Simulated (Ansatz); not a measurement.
Relaxation of FGeH$_{4}$O (7 atoms, charge 0, multiplicity 2), to a largest force component of 0.03 eV/Å in at most 50 steps.

Computed with UKS PBE/def2-mTZVP in Ansatz.

```xyz
7
Properties=species:S:1:pos:R:3
Ge 0.029 0.053 -0.277
H 0.026 -0.031 2.470
H 1.494 -0.031 -0.820
H -0.777 1.279 -0.820
F -0.797 -1.379 -0.927
O -0.031 0.011 3.461
H -0.518 -0.809 3.679
```

Question: Where does it end, and by what steps?

Answer: The run converged. After 3 steps the energy has fallen by 0.006 eV; H7 moved furthest, 0.11 Å.

```csv
step,energy less start (eV),largest force component (eV/Å),accepted
0,0.0000,0.581,yes
1,-0.0032,0.321,yes
2,-0.0044,0.246,yes
3,-0.0060,0.017,yes
```

```xyz
7
Properties=species:S:1:pos:R:3
Ge 0.040 0.069 -0.317
H -0.002 -0.114 2.502
H 1.500 -0.015 -0.873
H -0.775 1.288 -0.859
F -0.787 -1.370 -0.941
O -0.029 0.009 3.473
H -0.521 -0.774 3.781
```

The run took 9.6 s on 2 threads of Arm Neoverse V2, on a shared host, peak memory 0.17 GiB.
